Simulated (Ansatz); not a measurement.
Strength of the C–N bond: C4H15NSi2 → C4H9 + Si2NH6

Species: C4H15NSi2 `CC(C)(C)N([SiH3])[SiH3]`, singlet; C4H9 (tert-butyl radical) `C[C](C)C`, doublet; Si2NH6 `[SiH3][N][SiH3]`, doublet. 

Shapes, held fixed at every level: PBE0-D4/def2-TZVP. Flexible molecules stand in one conformer, not always the lowest. Programs: Ansatz 0.2.0. Electronic energies: no zero-point or thermal term.

```tsv
level	kind	ΔE (kJ/mol)	less CCSD(T)/CBS estimate
HF/def2-SVP	Hartree–Fock	+222.0	-168.1
HF/def2-TZVPP	Hartree–Fock	+202.3	-187.8
PBE0-D4/def2-TZVPP	global hybrid	+358.8	-31.3
wB97M-V/def2-TZVPP	range-separated hybrid	+379.7	-10.4
wB97X-V/def2-TZVPP	range-separated hybrid	+373.3	-16.8
CCSD(T)/def2-SVP	coupled cluster or CI	+384.3	-5.8
CCSD/def2-SVP	coupled cluster or CI	+369.8	-20.3
CCSD(T)/CBS estimate	coupled cluster or CI	+390.1	0.0
```

The highest level, CCSD(T)/CBS estimate, gives ΔE = +390.1 kJ/mol; the levels span +202.3 to +390.1. The column of differences is taken from that level and isn't an error. Hartree–Fock misses the correlation of the pair that is broken and comes out low. No measured value is set beside it here. Open shells run unrestricted unless RO is named. The CBS estimate extrapolates MP2 from def2-TZVPP and def2-QZVPP and adds CCSD(T) − MP2 in the triple-zeta set, cores frozen.
